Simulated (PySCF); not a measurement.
Problem. What does the PBE0-D3(BJ)/def2-SVP structure of `N#CCCC(=O)[O-]` look like in three dimensions? (Charge -1.)

Solution. 
```
atom  x, y, z in Å
N1    -3.0179    0.4488    0.1144
C2    -1.9527    0.0889   -0.1749
C3    -0.6128   -0.3528   -0.5266
C4     0.4745   -0.0540    0.5000
C5     1.9022   -0.2346   -0.1374
O6     2.8108   -0.4515    0.6768
O7     1.9386   -0.1128   -1.3797
H8    -0.6501   -1.4336   -0.7429
H9    -0.2699    0.1209   -1.4643
H10    0.3874   -0.6827    1.3993
H11    0.3917    0.9952    0.8338
```

Any rigid rotation of these coordinates is as good. Atoms count from 1 in this order. Of the pairs four or more bonds apart, O7···H9 is among the closest relative to their van der Waals radii: 2.22 Å, 82 % of the sum of Bondi's values. C5 (carboxylate carbon) is planar (angles 130.5°, 114.8° and 114.7°, sum 360.0°, 0.01 Å off the plane of its three neighbours). The 3 C–C bonds span 1.454 Å (C2–C3, drawn single) to 1.574 Å (C4–C5, drawn single), a spread of 0.120 Å.

Bonds between heavy atoms (Å): N1≡C2 1.161, C2–C3 1.454, C3–C4 1.525, C4–C5 1.574, C5=O6 1.239, C5–O7 1.249.

Method: PBE0-D3(BJ)/def2-SVP geometry optimisation, gas phase (PySCF 2.14.0).

Point group: C1 (no symmetry element, even within 0.4 Å). Whether it is a minimum is left open (no frequencies). Torsions: C2–C3–C4–C5 -165°, C3–C4–C5–O6 -157°.

The run took about 40 s of CPU time (one thread, shared machine). That covers the optimisation of the geometry.

One conformer stands for the species.
